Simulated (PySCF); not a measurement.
## Unknown compound

The spectra below were simulated for a compound C₃H₈BN.

¹H NMR (600 MHz, computed): δ 4.78 (br, 2H), 3.75 (br s, 1H), 2.66 (tt, J = 8.8, 4.7 Hz, 1H), 0.75 (m, 2H), 0.28 (m, 2H).

¹³C{¹H} NMR (computed): δ 34.8 (CH), 9.3 (CH2).

PySCF calculation with B3LYP/pcJ-1 coupling constants (spin–dipole term only in couplings to heteroatoms), shieldings: GIAO PBE0/pcSseg-1 and coordinates at the PBE0-D3(BJ)/def2-SVP level; rapidly exchanging positions averaged, a single conformation, no solvent, relativity neglected.

Scale: TMS for ¹H (31.27 ppm), ¹³C (184.41 ppm) (reference shieldings calculated alike).

Which of these isomers gave the spectra?
A. BNCC=C
B. BNC1CC1
C. [BH3-][N+]#CCC

Results:

B. 

- 2 carbon signals for 3 carbons: some carbons are equivalent by symmetry or fast rotation.
- Carbon types of the structure: 1 × CH, 2 × CH2, leaving 3 H on heteroatoms.
- δC 34.8, 9.3: three-membered-ring carbon.
- δH 4.78: hydrogen on a boron bonded to N.
- δH 3.75: hydrogen on a nitrogen bonded to C, B; labile proton, position sensitive to the medium.
- δH 2.66, 0.75, 0.28: hydrogen on a three-membered-ring carbon.

The others: BNCC=C would give 3 carbon signals, not 2; [BH3-][N+]#CCC would give 3 carbon signals, not 2.

OH/NH shifts are gas-phase values; hydrogen bonding in solution moves them, usually downfield. Hydrogens on boron are broadened and split by ¹¹B (spin 3/2, 80 %) and 10B (spin 3). Multiplet labels drop couplings under 1 Hz and merge nearly equal ones. Couplings among chemically equivalent protons are left out too, so labels in AA′BB′ or AA′XX′ sets are apparent multiplicities. Unscaled 3J(H,H) at this level run about 10 % above measured values. Shifts are as computed. Against solution values, carbons near 30 ppm lie about +2 ppm off and those near 130 ppm about +5 ppm. Of 1313 compounds with measured shifts, 239 miss one by over three times the rms of a fit or turn the order of signals round; such compounds aren't used in these exercises. Couplings to exchangeable protons are dropped.
